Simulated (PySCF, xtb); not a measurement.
CH9GeNSi, SMILES [NH]([SiH2]C)[GeH3].

GFN2-xTB (xtb) at its own geometry gives an orbital gap of 5.55 eV and a dipole moment of 0.38 D.

Geometry: PBE0-D3(BJ)/def2-SVP. This is a generated structure with no PubChem entry under its InChIKey; it may be hypothetical. The values are those of a single conformer.

### Question
What does PBE/def2-TZVP (PySCF) give? (Estimate from the structure and the level; the computed values follow.)

### Answer
gap 5.22 eV (levels -5.76 and -0.55 eV), dipole 0.53 D.
